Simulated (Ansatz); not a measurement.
Species: GeH3F, charge 0, singlet. GeH3F (SMILES [F][GeH3]).
B3LYP-D3(BJ)/def2-TZVP minimum from Ansatz (a first-principles code):
```xyz
5

Ge    -0.2994     0.1240    -0.0605
F      1.2933    -0.5358     0.2614
H     -0.9543    -0.8203    -1.0772
H     -0.0710     1.5322    -0.6256
H     -1.0338     0.1411     1.2866
```

Total energies in cc-pVTZ, 14 correlated electrons, 15 frozen orbitals. Radicals and triplets start from unrestricted determinants; spin-orbit coupling is neglected. Correlated methods leave the cores frozen (noble-gas shells, and filled d and f shells in the p block). No relativity.

```
method    program  energy (Eh)  minus CCSDT(Q) (mEh)
--------  -------  -----------  --------------------
HF         Ansatz  -2176.65657                414.46
MP2        Ansatz  -2177.03988                 31.15
CCSD       Ansatz  -2177.05930                 11.73
CCSD(T)    Ansatz  -2177.07014                  0.89
CCSDT(Q)   Ansatz  -2177.07103                  0.00
```

Rough core times of Ansatz's runs on a shared machine: CCSD(T) under 20 s, CCSDT(Q) 10 min.
